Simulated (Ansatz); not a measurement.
`[F][AlH][SbH2]` + CH₃SH → `C[S][SbH2]` + `[F][AlH2]` at 400 K and 1 bar (cleavage of the Sb–Al bond).

Gas-phase electronic energies from Ansatz, PBE0-D4/def2-TZVP geometries. CBS: MP2 limit from def2 TZ/QZ plus the TZ coupled-cluster correction, frozen cores. This one scheme is used for every species. def2 core potentials past Kr. For Sb outer-core shells are correlated without core-valence functions, which leaves a few kJ/mol of doubt a bond.

```csv
species,CCSD(T)/CBS energy (Eh),H − E (kJ/mol),S (J/(mol·K))
`[F][AlH][SbH2]`,-583.69641,86.4,359.0
CH₃SH,-438.22835,138.7,269.4
`C[S][SbH2]`,-678.84952,164.7,365.6
`[F][AlH2]`,-343.06661,56.6,256.1
```

H − E and S are ideal-gas, rigid-rotor, harmonic terms from PBE0-D4/def2-TZVP, for one conformer and one mirror image of each species. 1 Eh = 2625.50 kJ/mol, R = 8.31446 J/(mol·K).

By hand: ΔE, ΔH, ΔS and ΔG.

ΔE = (-678.84952) + (-343.06661) − (-583.69641) − (-438.22835) = 0.00863 Eh = 22.7 kJ/mol. Δ(H − E) = 164.7 + 56.6 − 86.4 − 138.7 = -3.8, so ΔH = 18.9 kJ/mol. ΔS = 365.6 + 256.1 − 359.0 − 269.4 = -6.7 J/(mol·K). ΔG = 18.9 − 400 × (-6.7)/1000 = 21.6 kJ/mol.

By hand: the equilibrium constant, and the temperature at which ΔG would vanish if ΔH and ΔS stayed fixed.

log₁₀ K = −ΔG/(RT ln 10) = -2.8. ΔH and −TΔS have one sign here, so there is no such temperature.

The number of gas molecules stays the same, so ΔS is small and ΔH decides. A doubt of 5 kJ/mol in ΔE shifts log₁₀ K by 0.7 here. Other conformers and mirror images would add mixing entropy, several J/(mol·K) or more a flexible species. Modes under 60 cm⁻¹, often nearly free rotors, make the harmonic entropy too high. These are equilibria of isolated gas molecules and say nothing of rates. Largest T1 diagnostic: 0.014 (customary marks: 0.02 for closed shells, 0.045 for open ones).

ΔS is within the doubt of such terms, so its sign, and with it that verdict, could turn.
